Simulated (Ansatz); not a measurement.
## Relaxing a trial structure of CH2AgOZn−

The starting geometry of this gas-phase triplet was optimised with r2SCAN-D4.

```xyz
6

C     0.7715    0.1534   -2.2401
Ag    2.8444    0.3438    1.6334
O     0.5910    1.3791   -1.8930
Zn    1.8987   -0.4626   -0.5348
H    -0.1013   -0.5518   -2.2407
H     1.4543   -0.0796   -3.0995
```

**Question.** Where would you expect an optimisation with PBE0-D3(BJ)/def2-SVPD to take it?

**Answer.** It rearranges, giving a structure given below by its coordinates. Contacts that open: C1–Zn4 (2.13 → 2.94 Å). Contacts that close: O3–Zn4 (2.64 → 1.93 Å).

The energy falls by 0.52 eV over 44 steps:

```tsv
step	E − E(last) (eV)
1	0.524
6	0.244
11	0.057
15	0.032
20	0.025
25	0.024
30	0.017
34	0.002
39	0.000
44	0.000
```

Final geometry (Å):

```xyz
6

C     0.7342   -0.0168   -2.7136
Ag    3.0247    0.5244    2.1500
O     1.4717    0.5311   -1.7671
Zn    1.6499   -0.0210    0.0750
H    -0.0295   -0.7717   -2.4618
H     0.6077    0.5364   -3.6573
```

Frequencies at the end are all real (lowest 17 cm⁻¹). Open shells are spin-unrestricted. The triplet needn't be the ground state. Atoms past krypton carry core potentials, without spin–orbit terms. Run with Ansatz 0.2.0, 7.1 min on 2 threads of Arm Neoverse V2, on a shared host.
